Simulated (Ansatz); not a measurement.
One geometry of Nb2S2, several levels of theory.

```yaml
crystal:
  periodic: [false, false, false]
  atoms:
    - {symbol: Nb, position_ang: [0.946499, 1.042513, 0.496580]}
    - {symbol: Nb, position_ang: [1.117779, -0.828300, -0.542036]}
    - {symbol: S, position_ang: [-0.959697, -0.611465, 0.943149]}
    - {symbol: S, position_ang: [-1.104591, 0.397252, -0.897704]}
basis:
  gaussian: {orbitals: def2-TZVPP, initial_orbitals: start.molden}
correlation: {method: ccsd_t}
scf: {omitted_lower_state_checks: [starts]}
output: {orbitals: {seedname: orbitals}}
```

The file start.molden holds the orbitals of an earlier run on this structure, at another level or in another basis.

```sh
$ ansatz run in.yaml --threads 4 --pin off --events-out ev --progress --plain --max-ram 3916MiB
```

It prints (some lines left out):

```
Functional definition: HF
1240 factors; integrals over basis functions are off by at most 5.5e-4 eV
mean field evaluation 1: about -24697.6594 eV, gradient 3.2e1 eV
mean field evaluation 2: about -24698.6441 eV, gradient 1.5e0 eV
mean field evaluation 4: about -24698.7231 eV, gradient 1.4e-2 eV
mean field evaluation 8: about -24699.7516 eV, gradient 3.7e-1 eV
mean field evaluation 16: about -24699.7646 eV, gradient 1.2e-4 eV
mean field evaluation 32: about -24689.9371 eV, gradient 3.7e1 eV
mean field evaluation 64: about -24691.2186 eV, gradient 1.5e1 eV
mean field evaluation 96: about -24698.1752 eV, gradient 1.5e0 eV
mean field evaluation 128: about -24694.6055 eV, gradient 2.3e1 eV
mean field evaluation 160: about -24695.9884 eV, gradient 4.8e0 eV
mean field evaluation 192: about -24689.2491 eV, gradient 4.8e1 eV
mean field evaluation 224: about -24683.5501 eV, gradient 6.6e1 eV
mean field evaluation 256: about -24695.3274 eV, gradient 9.0e0 eV
mean field -24699.76455438 eV, -907.6996052716 hartree, gradient 8.6e-6 eV, S^2 0.000000; 1 other end points of the search recorded, 0 dependent functions left out; unrestricted orbitals would lower it
mean field evaluation 288: about -24702.4772 eV, gradient 1.7e-3 eV
mean field evaluation 320: about -24697.0111 eV, gradient 2.4e1 eV
mean field evaluation 352: about -24702.4766 eV, gradient 1.0e-1 eV
determinant -24699.76455438 eV, -907.6996052716 hartree, with singles and doubles -24734.56325762 eV, -908.9784340284 hartree
determinant -24698.27519231 eV, -907.6448722253 hartree, with singles and doubles -24732.96726020 eV, -908.9197822049 hartree
unrestricted determinant -24702.47721970 eV, -907.7992938835 hartree, S^2 2.6208
10 core orbitals not correlated: weight in the atoms' cores, before any rotation towards them, 1.000 or more for the frozen orbitals, at most 0.000 for the correlated occupied ones
reference -24699.76455438 eV, -907.6996052716 hartree; 19, 19 occupied and 167, 167 virtual orbitals, 1240 factors
second order -37.04426438 eV of doubles, -0.00000000 eV of singles
cycle   1  -34.57703917 eV  change   -7.1e-1 eV  update   8.7e-2
cycle   2  -34.80514811 eV  change   -2.3e-1 eV  update   4.9e-2
cycle   3  -34.79854943 eV  change    6.6e-3 eV  update   6.2e-2
cycle   4  -34.93567267 eV  change   -1.4e-1 eV  update   4.9e-2
cycle   5  -35.00094293 eV  change   -6.5e-2 eV  update   2.8e-2
[...]
cycle   7  -35.02915943 eV  change   -2.2e-2 eV  update   7.8e-3
cycle   8  -35.01981246 eV  change    9.3e-3 eV  update   6.4e-3
cycle   9  -35.03122419 eV  change   -1.1e-2 eV  update   5.6e-3
cycle  10  -35.02303605 eV  change    8.2e-3 eV  update   4.2e-3
cycle  11  -35.02538273 eV  change   -2.3e-3 eV  update   2.8e-3
cycle  12  -35.02701881 eV  change   -1.6e-3 eV  update   2.2e-3
cycle  13  -35.02649976 eV  change    5.2e-4 eV  update   1.2e-3
cycle  14  -35.02772351 eV  change   -1.2e-3 eV  update   8.3e-4
cycle  15  -35.02672189 eV  change    1.0e-3 eV  update   4.6e-4
cycle  16  -35.02624076 eV  change    4.8e-4 eV  update   2.7e-4
cycle  17  -35.02604569 eV  change    2.0e-4 eV  update   1.9e-4
cycle  18  -35.02585121 eV  change    1.9e-4 eV  update   1.4e-4
cycle  19  -35.02596370 eV  change   -1.1e-4 eV  update   9.3e-5
cycle  20  -35.02589434 eV  change    6.9e-5 eV  update   5.9e-5
cycle  21  -35.02600405 eV  change   -1.1e-4 eV  update   4.3e-5
cycle  22  -35.02599800 eV  change    6.1e-6 eV  update   2.6e-5
cycle  23  -35.02604637 eV  change   -4.8e-5 eV  update   1.6e-5
cycle  24  -35.02605179 eV  change   -5.4e-6 eV  update   7.6e-6
perturbative correction -2.83892449 eV, -0.1043285506 hartree
WARN: the results are in doubt because among natural orbitals full CI differs from the method by +0.251 eV
Total energy: -24737.62953065 eV, -909.0911174838 hartree
In doubt: among natural orbitals full CI differs from the method by +0.251 eV
Checks for a lower state left out: starts
```

Run time 3.5 min (4 threads of Arm Neoverse V1 on a shared host), peak host memory 2.7 GiB.

First input, but with `gaussian: {orbitals: def2-TZVP, initial_orbitals: start.molden}`, `hamiltonian: {xc: {name: r2SCANh}, dispersion: d4}` and without the key `correlation` (abridged; 6.5 s):

```
Functional definition: r2SCANh
mean field -24770.41076751 eV, -910.2958057187 hartree, gradient 1.6e-5 eV, S^2 0.000000
Total energy: -24770.45661433 eV, -910.2974905580 hartree
Checks for a lower state left out: starts
```

As the first input, with `gaussian: {orbitals: def2-TZVP, initial_orbitals: start.molden}`, `hamiltonian: {xc: hse06, dispersion: d4}` and without the key `correlation` (abridged; 3.4 s):

```
Functional definition: HSE06
mean field -24762.91159994 eV, -910.0202163933 hartree, gradient 6.4e-5 eV, S^2 0.000000
Total energy: -24763.09470864 eV, -910.0269455139 hartree
Checks for a lower state left out: starts
```

First input, but with `gaussian: {orbitals: def2-TZVP, initial_orbitals: start.molden}`, `hamiltonian: {xc: r2scan, dispersion: d4}` and without the key `correlation` (abridged; 6 s):

```
Functional definition: r2SCAN
mean field -24771.79784349 eV, -910.3467798206 hartree, gradient 2.0e-5 eV, S^2 0.000000
Total energy: -24771.83737757 eV, -910.3482326711 hartree
Checks for a lower state left out: starts
```

The first input with `gaussian: {orbitals: def2-TZVP, initial_orbitals: start.molden}`, `hamiltonian: {xc: pbe, dispersion: d4}`, `output: {forces: true, orbitals: {seedname: orbitals}}` and without the key `correlation` (abridged; 2.5 s):

```
Functional definition: PBE
mean field -24764.43338259 eV, -910.0761408745 hartree, gradient 1.0e-5 eV, S^2 0.000000
Total energy: -24764.65818479 eV, -910.0844022027 hartree
Atom 0 force    -0.496276     0.100984     0.094373 eV/Å
Atom 1 force    -0.468719    -0.200992    -0.073266 eV/Å
Atom 2 force     0.428322     0.425884    -0.696546 eV/Å
Atom 3 force     0.536674    -0.325876     0.675439 eV/Å
Dipole moment:     0.798633     0.082838    -0.017507 e Å
Checks for a lower state left out: starts
```

The first input with `gaussian: {orbitals: def2-TZVP, initial_orbitals: start.molden}`, `hamiltonian: {xc: pbe0, dispersion: d4}` and without the key `correlation` (abridged; 5.5 s):

```
Functional definition: PBE0
mean field -24763.27648761 eV, -910.0336257679 hartree, gradient 1.4e-5 eV, S^2 0.000000
Total energy: -24763.46550459 eV, -910.0405720139 hartree
Checks for a lower state left out: starts
```

Geometry: B3LYP-D4/def2-SVP.

In the def2 sets Nb takes a core potential; there is no spin–orbit coupling. HSE06 is defined as in plane-wave codes, on full-range PBE exchange. Correlated methods freeze 10 core orbitals; core or outer-core shells of Nb are correlated, in sets that lack core-valence functions. At CCSD(T)/def2-TZVPP the program marks the result for the charge 0 singlet as doubtful (large difference). At CCSD(T)/def2-TZVPP T1 of the charge 0 singlet is large (up to 0.119), so the single-reference result is doubtful. At CCSD(T)/def2-TZVPP the restricted singlet (for correlated methods, its reference) is unstable: a solution with broken spin symmetry lies lower. The restricted singlet is unstable towards broken spin symmetry in Hartree–Fock (as tested in another run); at r2SCANh-D4/def2-TZVP, HSE06-D4/def2-TZVP, r2SCAN-D4/def2-TZVP, PBE-D4/def2-TZVP and others this wasn't settled. No other spin state of charge 0 was run. Another isomer (singlet) lies 2.70 eV lower at PBE0-D4/def2-TZVP; other spin states weren't run for this one.
